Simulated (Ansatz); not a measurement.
This singlet lies 0.71 eV below the relaxed triplet at the level B3LYP/cc-pVTZ // PBE0-D3(BJ)/def2-TZVP (Ansatz, a first-principles code).

All values below come from PBE0-D3(BJ)/def2-TZVP in Ansatz. No frequencies were computed at this level.

Ansatz 0.2 input:
```yaml
crystal:
  periodic: [false, false, false]
  atoms:
    - { symbol: C, position_ang: [2.631609, 0.646663, 0.207971] }
    - { symbol: C, position_ang: [1.650921, -0.051445, 0.302982] }
    - { symbol: Si, position_ang: [0.300321, -1.300943, 0.565706] }
    - { symbol: Si, position_ang: [-1.581483, -0.243287, -0.198038] }
    - { symbol: H, position_ang: [3.454223, 1.296438, 0.106539] }
    - { symbol: H, position_ang: [-2.216811, -1.222518, -1.103787] }
    - { symbol: H, position_ang: [-2.458309, -0.174096, 0.989283] }
    - { symbol: H, position_ang: [-1.78047, 1.049188, -0.870658] }
basis:
  gaussian: { orbitals: def2-tzvp }
hamiltonian:
  xc: pbe0
  dispersion: d3bj
relax:
  max_steps: 150
```

Output:

```
[...]
relax step  11: F+E_penalty+E_count = -17882.78566057 eV  Δ(F+E_penalty+E_count) = -4.104e-3 eV  max|allowed force component| = 1.470e-2 eV/Å  Δτ_max = 0.0975 Å  (33 SCF iters, accepted)
these checks for a lower state are left out or cut short: starts, cluster_reference, orbital_swaps, neighbouring_geometries, increment
1072 factors; their error is unknown
mean field evaluation 96: about -17882.6089 eV, gradient 1.7e-5 eV
mean field -17882.60886633 eV, -657.1737545701 hartree, gradient 1.7e-5 eV, S^2 0.000000; 0 other end points of the search recorded, 0 dependent functions left out
reference -17882.60889846 eV, -657.1737557508 hartree; 22, 22 occupied and 138, 138 virtual orbitals, 1072 factors
relax step  12: F+E_penalty+E_count = -17882.78780542 eV  Δ(F+E_penalty+E_count) = -2.145e-3 eV  max|allowed force component| = 8.691e-2 eV/Å  Δτ_max = 0.0975 Å  (33 SCF iters, accepted)
these checks for a lower state are left out or cut short: starts, cluster_reference, orbital_swaps, neighbouring_geometries, increment
1072 factors; their error is unknown
mean field -17882.60884550 eV, -657.1737538045 hartree, gradient 1.5e-5 eV, S^2 0.000000; 0 other end points of the search recorded, 0 dependent functions left out
reference -17882.60887760 eV, -657.1737549840 hartree; 22, 22 occupied and 138, 138 virtual orbitals, 1072 factors
relax step  13: F+E_penalty+E_count = -17882.78828667 eV  Δ(F+E_penalty+E_count) = -4.813e-4 eV  max|allowed force component| = 1.341e-1 eV/Å  Δτ_max = 0.0594 Å  (34 SCF iters, accepted)
these checks for a lower state are left out or cut short: starts, cluster_reference, orbital_swaps, neighbouring_geometries, increment
1072 factors; their error is unknown
mean field -17882.60988051 eV, -657.1737918405 hartree, gradient 2.4e-5 eV, S^2 0.000000; 0 other end points of the search recorded, 0 dependent functions left out
reference -17882.60991264 eV, -657.1737930211 hartree; 22, 22 occupied and 138, 138 virtual orbitals, 1072 factors
relax step  14: F+E_penalty+E_count = -17882.78927205 eV  Δ(F+E_penalty+E_count) = -9.854e-4 eV  max|allowed force component| = 1.631e-1 eV/Å  Δτ_max = 0.0881 Å  (32 SCF iters, accepted)
these checks for a lower state are left out or cut short: starts, cluster_reference, orbital_swaps, neighbouring_geometries, increment
1072 factors; their error is unknown
mean field -17882.61145963 eV, -657.1738498719 hartree, gradient 2.7e-5 eV, S^2 0.000000; 0 other end points of the search recorded, 0 dependent functions left out
reference -17882.61149177 eV, -657.1738510531 hartree; 22, 22 occupied and 138, 138 virtual orbitals, 1072 factors
relax step  15: F+E_penalty+E_count = -17882.79101373 eV  Δ(F+E_penalty+E_count) = -1.742e-3 eV  max|allowed force component| = 1.041e-1 eV/Å  Δτ_max = 0.0152 Å  (34 SCF iters, accepted)
these checks for a lower state are left out or cut short: starts, cluster_reference, orbital_swaps, neighbouring_geometries, increment
1072 factors; their error is unknown
mean field -17882.61240356 eV, -657.1738845609 hartree, gradient 1.3e-5 eV, S^2 0.000000; 0 other end points of the search recorded, 0 dependent functions left out
reference -17882.61243572 eV, -657.1738857426 hartree; 22, 22 occupied and 138, 138 virtual orbitals, 1072 factors
relax step  16: F+E_penalty+E_count = -17882.79209534 eV  Δ(F+E_penalty+E_count) = -1.082e-3 eV  max|allowed force component| = 2.733e-2 eV/Å  Δτ_max = 0.0195 Å  (35 SCF iters, accepted)
these checks for a lower state are left out or cut short: starts, cluster_reference, orbital_swaps, neighbouring_geometries, increment
1072 factors; their error is unknown
mean field evaluation 128: about -17882.6116 eV, gradient 1.0e-4 eV
mean field -17882.61162472 eV, -657.1738559390 hartree, gradient 2.7e-5 eV, S^2 0.000000; 0 other end points of the search recorded, 0 dependent functions left out
reference -17882.61165684 eV, -657.1738571195 hartree; 22, 22 occupied and 138, 138 virtual orbitals, 1072 factors
relax step  17: F+E_penalty+E_count = -17882.79141410 eV  Δ(F+E_penalty+E_count) = +6.812e-4 eV  max|allowed force component| = 1.513e-1 eV/Å  Δτ_max = 0.0079 Å  (34 SCF iters, rejected (line search))
these checks for a lower state are left out or cut short: starts, cluster_reference, orbital_swaps, neighbouring_geometries, increment
1072 factors; their error is unknown
mean field -17882.61249656 eV, -657.1738879785 hartree, gradient 2.7e-5 eV, S^2 0.000000; 0 other end points of the search recorded, 0 dependent functions left out
reference -17882.61252872 eV, -657.1738891602 hartree; 22, 22 occupied and 138, 138 virtual orbitals, 1072 factors
relax step  18: F+E_penalty+E_count = -17882.79222200 eV  Δ(F+E_penalty+E_count) = -1.267e-4 eV  max|allowed force component| = 8.189e-3 eV/Å  Δτ_max = 0.0039 Å  (33 SCF iters, accepted)
these checks for a lower state are left out or cut short: starts, cluster_reference, orbital_swaps, neighbouring_geometries, increment
1072 factors; their error is unknown
mean field -17882.61282295 eV, -657.1738999732 hartree, gradient 1.4e-5 eV, S^2 0.000000; 0 other end points of the search recorded, 0 dependent functions left out
reference -17882.61285517 eV, -657.1739011572 hartree; 22, 22 occupied and 138, 138 virtual orbitals, 1072 factors
relax step  19: F+E_penalty+E_count = -17882.79272426 eV  Δ(F+E_penalty+E_count) = -5.023e-4 eV  max|allowed force component| = 2.625e-2 eV/Å  Δτ_max = 0.0409 Å  (35 SCF iters, accepted)
these checks for a lower state are left out or cut short: starts, cluster_reference, orbital_swaps, neighbouring_geometries, increment
1072 factors; their error is unknown
mean field -17882.61199139 eV, -657.1738694140 hartree, gradient 4.8e-5 eV, S^2 0.000000; 0 other end points of the search recorded, 0 dependent functions left out
reference -17882.61202374 eV, -657.1738706025 hartree; 22, 22 occupied and 138, 138 virtual orbitals, 1072 factors
relax step  20: F+E_penalty+E_count = -17882.79232850 eV  Δ(F+E_penalty+E_count) = +3.958e-4 eV  max|allowed force component| = 1.766e-1 eV/Å  Δτ_max = 0.1305 Å  (33 SCF iters, rejected (line search))
these checks for a lower state are left out or cut short: starts, cluster_reference, orbital_swaps, neighbouring_geometries, increment
1072 factors; their error is unknown
mean field -17882.61321834 eV, -657.1739145036 hartree, gradient 1.9e-5 eV, S^2 0.000000; 0 other end points of the search recorded, 0 dependent functions left out
reference -17882.61325066 eV, -657.1739156911 hartree; 22, 22 occupied and 138, 138 virtual orbitals, 1072 factors
relax step  21: F+E_penalty+E_count = -17882.79324375 eV  Δ(F+E_penalty+E_count) = -5.195e-4 eV  max|allowed force component| = 4.581e-2 eV/Å  Δτ_max = 0.0638 Å  (33 SCF iters, accepted)
these checks for a lower state are left out or cut short: starts, cluster_reference, orbital_swaps, neighbouring_geometries, increment
1072 factors; their error is unknown
mean field evaluation 160: about -17882.5262 eV, gradient 3.9e0 eV
mean field -17882.61283535 eV, -657.1739004287 hartree, gradient 1.4e-5 eV, S^2 0.000000; 0 other end points of the search recorded, 0 dependent functions left out
reference -17882.61286768 eV, -657.1739016167 hartree; 22, 22 occupied and 138, 138 virtual orbitals, 1072 factors
relax step  22: F+E_penalty+E_count = -17882.79321497 eV  Δ(F+E_penalty+E_count) = +2.878e-5 eV  max|allowed force component| = 9.314e-2 eV/Å  Δτ_max = 0.0532 Å  (34 SCF iters, rejected (line search))
these checks for a lower state are left out or cut short: starts, cluster_reference, orbital_swaps, neighbouring_geometries, increment
1072 factors; their error is unknown
mean field -17882.61327709 eV, -657.1739166624 hartree, gradient 1.3e-5 eV, S^2 0.000000; 0 other end points of the search recorded, 0 dependent functions left out
reference -17882.61330941 eV, -657.1739178502 hartree; 22, 22 occupied and 138, 138 virtual orbitals, 1072 factors
relax step  23: F+E_penalty+E_count = -17882.79343320 eV  Δ(F+E_penalty+E_count) = -1.895e-4 eV  max|allowed force component| = 3.355e-2 eV/Å  Δτ_max = 0.0261 Å  (34 SCF iters, accepted)
these checks for a lower state are left out or cut short: starts, cluster_reference, orbital_swaps, neighbouring_geometries, increment
1072 factors; their error is unknown
mean field -17882.61304441 eV, -657.1739081117 hartree, gradient 1.4e-5 eV, S^2 0.000000; 0 other end points of the search recorded, 0 dependent functions left out
reference -17882.61307673 eV, -657.1739092993 hartree; 22, 22 occupied and 138, 138 virtual orbitals, 1072 factors
relax step  24: F+E_penalty+E_count = -17882.79345705 eV  Δ(F+E_penalty+E_count) = -2.386e-5 eV  max|allowed force component| = 2.105e-2 eV/Å  Δτ_max = 0.0366 Å  (35 SCF iters, accepted)
these checks for a lower state are left out or cut short: starts, cluster_reference, orbital_swaps, neighbouring_geometries, increment
1072 factors; their error is unknown
mean field -17882.61321162 eV, -657.1739142565 hartree, gradient 1.5e-5 eV, S^2 0.000000; 0 other end points of the search recorded, 0 dependent functions left out
reference -17882.61324393 eV, -657.1739154438 hartree; 22, 22 occupied and 138, 138 virtual orbitals, 1072 factors
relax step  25: F+E_penalty+E_count = -17882.79357900 eV  Δ(F+E_penalty+E_count) = -1.219e-4 eV  max|allowed force component| = 2.709e-2 eV/Å  Δτ_max = 0.0205 Å  (35 SCF iters, accepted)
these checks for a lower state are left out or cut short: starts, cluster_reference, orbital_swaps, neighbouring_geometries, increment
1072 factors; their error is unknown
mean field evaluation 192: about -17882.6133 eV, gradient 4.2e-3 eV
mean field -17882.61332024 eV, -657.1739182483 hartree, gradient 1.1e-5 eV, S^2 0.000000; 0 other end points of the search recorded, 0 dependent functions left out
reference -17882.61335255 eV, -657.1739194357 hartree; 22, 22 occupied and 138, 138 virtual orbitals, 1072 factors
relax step  26: F+E_penalty+E_count = -17882.79361487 eV  Δ(F+E_penalty+E_count) = -3.587e-5 eV  max|allowed force component| = 1.465e-2 eV/Å  Δτ_max = 0.0062 Å  (35 SCF iters, accepted)
these checks for a lower state are left out or cut short: starts, cluster_reference, orbital_swaps, neighbouring_geometries, increment
1072 factors; their error is unknown
mean field -17882.61336948 eV, -657.1739200578 hartree, gradient 1.1e-5 eV, S^2 0.000000; 0 other end points of the search recorded, 0 dependent functions left out
reference -17882.61340179 eV, -657.1739212450 hartree; 22, 22 occupied and 138, 138 virtual orbitals, 1072 factors
relax step  27: F+E_penalty+E_count = -17882.79363766 eV  Δ(F+E_penalty+E_count) = -2.279e-5 eV  max|allowed force component| = 6.174e-3 eV/Å  Δτ_max = 0.0056 Å  (35 SCF iters, accepted)
these checks for a lower state are left out or cut short: starts, cluster_reference, orbital_swaps, neighbouring_geometries, increment
1072 factors; their error is unknown
mean field -17882.61339915 eV, -657.1739211480 hartree, gradient 1.1e-5 eV, S^2 0.000000; 0 other end points of the search recorded, 0 dependent functions left out
reference -17882.61343144 eV, -657.1739223348 hartree; 22, 22 occupied and 138, 138 virtual orbitals, 1072 factors
relax step  28: F+E_penalty+E_count = -17882.79365603 eV  Δ(F+E_penalty+E_count) = -1.837e-5 eV  max|allowed force component| = 1.301e-2 eV/Å  Δτ_max = 0.0119 Å  (36 SCF iters, accepted)
these checks for a lower state are left out or cut short: starts, cluster_reference, orbital_swaps, neighbouring_geometries, increment
1072 factors; their error is unknown
mean field -17882.61340959 eV, -657.1739215317 hartree, gradient 1.1e-5 eV, S^2 0.000000; 0 other end points of the search recorded, 0 dependent functions left out
reference -17882.61344187 eV, -657.1739227181 hartree; 22, 22 occupied and 138, 138 virtual orbitals, 1072 factors
relax step  29: F+E_penalty+E_count = -17882.79366417 eV  Δ(F+E_penalty+E_count) = -8.142e-6 eV  max|allowed force component| = 1.241e-2 eV/Å  Δτ_max = 0.0093 Å  (36 SCF iters, accepted)
these checks for a lower state are left out or cut short: starts, cluster_reference, orbital_swaps, neighbouring_geometries, increment
1072 factors; their error is unknown
mean field -17882.61342598 eV, -657.1739221341 hartree, gradient 1.1e-5 eV, S^2 0.000000; 0 other end points of the search recorded, 0 dependent functions left out
reference -17882.61345825 eV, -657.1739233200 hartree; 22, 22 occupied and 138, 138 virtual orbitals, 1072 factors
relax step  30: F+E_penalty+E_count = -17882.79367171 eV  Δ(F+E_penalty+E_count) = -7.534e-6 eV  max|allowed force component| = 7.283e-3 eV/Å  Δτ_max = 0.0074 Å  (35 SCF iters, accepted)
1072 factors; their error is unknown
mean field evaluation 224: about -17882.5451 eV, gradient 9.5e-5 eV
mean field -17882.61342598 eV, -657.1739221341 hartree, gradient 1.1e-5 eV, S^2 0.000000; 1 other end points of the search recorded, 0 dependent functions left out
reference -17882.61345825 eV, -657.1739233200 hartree; 22, 22 occupied and 138, 138 virtual orbitals, 1072 factors
Total energy: -17882.79370398 eV, -657.1805472283 hartree
Atom 0 at     2.242969     0.739377     0.421781 Å, force     0.003187    -0.001423    -0.002302 eV/Å
Atom 1 at     1.495421    -0.199763     0.228142 Å, force    -0.007283    -0.004315     0.002732 eV/Å
Atom 2 at     0.491223    -1.697251    -0.042236 Å, force     0.003784     0.004216    -0.000502 eV/Å
Atom 3 at    -1.468553    -0.338553    -0.265520 Å, force     0.002008    -0.000489    -0.001031 eV/Å
Atom 4 at     2.895913     1.565302     0.590895 Å, force     0.000131     0.001718     0.000324 eV/Å
Atom 5 at    -2.706126    -1.126557    -0.524584 Å, force    -0.001736    -0.001003    -0.000347 eV/Å
Atom 6 at    -1.670408     0.442888     0.987994 Å, force    -0.000032     0.000914     0.001530 eV/Å
Atom 7 at    -1.280437     0.614558    -1.396474 Å, force    -0.000060     0.000382    -0.000406 eV/Å
Dipole moment:     0.144404     0.159730     0.035861 e Å
```

Cost: around 110 core-seconds (rough).
